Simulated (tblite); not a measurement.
Species: C6H5NSi.
SMILES: `N#CC#CC1=CC[SiH2]1`

Level: GFN2-xTB in tblite, geometry and Hessian alike; calculated harmonic values, unscaled, isolated species. This tight-binding method is rough: wavenumbers can miss measured ones by several per cent, in bad cases by 10 to 20. Modes of hydrogen on silicon can be 10 to 20 % off.

Harmonic wavenumbers (cm⁻¹): 68.0, 77.3, 173.6, 174.7, 237.5, 381.0, 397.6, 434.8, 439.6, 476.5, 483.6, 527.6, 593.7, 608.0, 703.4, 731.8, 757.0, 795.7, 902.5, 1009.9, 1045.7, 1174.3, 1199.1, 1272.9, 1455.1, 1611.4, 2241.7, 2294.5, 2297.2, 2327.9, 2968.1, 2990.8, 3068.3.

A = 6521, B = 677.9, C = 620.9 MHz; mass 119.019 u (most abundant isotopes); point group Cs, symmetry number 1.

Problem. What is the zero-point energy?

Solution. ½Σν̃ = 17960 cm⁻¹ = 214.86 kJ/mol.

Problem. What is S at 298.15 K and 1 bar for an ideal gas of classical rigid rotors and harmonic oscillators?

Solution. Translation 168.46, rotation 121.96, vibration 95.54: S = 386.0 J/(mol K).

Problem. And Cp and H(298.15 K) − H(0)?

Solution. Cp = 141.95 J/(mol K), of which vibrations give 108.69 (their classical limit is 33 R = 274.4); H(298.15 K) − H(0) = 25.77 kJ/mol without the zero-point energy, 15.85 from vibrations.

Problem. How do the functions run with temperature in this model?

Solution. 
| T (K) | S (J/(mol K)) | Cp (J/(mol K)) | H − H(0) (kJ/mol) | G − H(0) (kJ/mol) | ln q(vib) |
| --- | --- | --- | --- | --- | --- |
| 150 | 308.7 | 86.6 | 8.63 | -37.67 | 2.02 |
| 250 | 362.4 | 125.9 | 19.31 | -71.28 | 4.07 |
| 400 | 431.7 | 169.5 | 41.70 | -130.99 | 7.28 |
| 600 | 508.1 | 206.8 | 79.61 | -225.23 | 11.42 |
| 900 | 599.0 | 241.2 | 147.26 | -391.87 | 17.02 |

q(vib) and H(0) count from the zero-point level.

Problem. Which modes carry the vibrational entropy at 298.15 K?

Solution. 68.0 cm⁻¹: 17.62; 77.3 cm⁻¹: 16.56; 173.6 cm⁻¹: 10.03; 174.7 cm⁻¹: 9.98; 237.5 cm⁻¹: 7.62; 381.0 cm⁻¹: 4.33 J/(mol K); the other 27 give 29.40 together.

Problem. What must be added to the electronic energy to get the Gibbs energy at 298.15 K and 1 bar?

Solution. ZPE + [H(298.15 K) − H(0)] − T·S = 214.86 + 25.77 − 115.07 = 125.56 kJ/mol.

Problem. Blend soft modes into free rotors: weight 1/[1 + (100 cm⁻¹/ν̃)⁴] for the oscillator and the rest for a rotor with moment μB/(μ + B), μ = h/(8π²ν), B = 10⁻⁴⁴ kg m². What vibrational entropy results?

Solution. 89.57 J/(mol K) in place of 95.54, which changes −T·S at 298.15 K by +1.78 kJ/mol.

Hindered rotation and anharmonicity are outside this model.
